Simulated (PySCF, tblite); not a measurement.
Isomers of C4H13FOSi2, one GFN2-xTB conformer each. Single-point energies are computed at PBE0/pcSseg-1 (PySCF, gas phase, no added dispersion term), electronic only.

```tsv
SMILES	GFN2-xTB relative energy (kcal/mol)
COC([SiH3])([SiH3])CCF	2.8
OCC([SiH3])([SiH3])CCF	0.0
C[C@H](O)C[SiH2][SiH2]CF	7.7
```

Conformers: `[CH3:1][O:2][C:3]([SiH3:4])([SiH3:5])[CH2:6][CH2:7][F:8]` with C1–O2–C3–Si4 170°, O2–C3–C6–C7 -52°, C3–C6–C7–F8 173°; `[OH:1][CH2:2][C:3]([SiH3:4])([SiH3:5])[CH2:6][CH2:7][F:8]` with H–O1–C2–C3 -170°, O1–C2–C3–Si4 159°, C2–C3–C6–C7 -74°, C3–C6–C7–F8 -73°; `[CH3:1][C@H:2]([OH:3])[CH2:4][SiH2:5][SiH2:6][CH2:7][F:8]` with C1–C2–O3–H 57°, C1–C2–C4–Si5 152°, C2–C4–Si5–Si6 50°, C4–Si5–Si6–C7 51°, Si5–Si6–C7–F8 -60°.

Q: What does PBE0/pcSseg-1 give for the same structures?

A: 
```tsv
SMILES	PBE0/pcSseg-1 E (Eh)	PBE0/pcSseg-1 (kcal/mol)	GFN2-xTB (kcal/mol)	point group
C[C@H](O)C[SiH2][SiH2]CF	-913.61589	0.0	7.7	C1
OCC([SiH3])([SiH3])CCF	-913.59931	10.4	0.0	C1
COC([SiH3])([SiH3])CCF	-913.57699	24.4	2.8	C1
```

GFN2-xTB puts OCC([SiH3])([SiH3])CCF lowest instead; measured from each level's own lowest isomer, the values differ by up to 21.6 kcal/mol (COC([SiH3])([SiH3])CCF: 2.8 against 24.4). As drawn, the lowest has an O–H bond and an Si–Si bond, which the highest lacks.

Q: Which frontier levels, dipoles and rotational constants go with these structures?

A: 
```
                  SMILES  HOMO (eV, PBE0/pcSseg-1)  LUMO (eV)  dipole (D)       A, B, C (MHz)
C[C@H](O)C[SiH2][SiH2]CF                     -7.79       0.14        1.17  1768, 885.1, 737.8
  OCC([SiH3])([SiH3])CCF                     -8.04       0.69        3.03  1792, 983.5, 855.6
  COC([SiH3])([SiH3])CCF                     -7.45       0.31        1.53  1534, 919.3, 814.6
```

Q: What happens when harmonic zero-point energies from GFN2-xTB frequencies are added?

A: 
```
                  SMILES  ZPE (kcal/mol)  electronic (kcal/mol)  with ZPE (kcal/mol)
C[C@H](O)C[SiH2][SiH2]CF            99.2                    0.0                  0.0
  OCC([SiH3])([SiH3])CCF            97.3                   10.4                  8.4
  COC([SiH3])([SiH3])CCF            96.2                   24.4                 21.4
```

The zero-point energies span 3.0 kcal/mol. The order is unchanged.
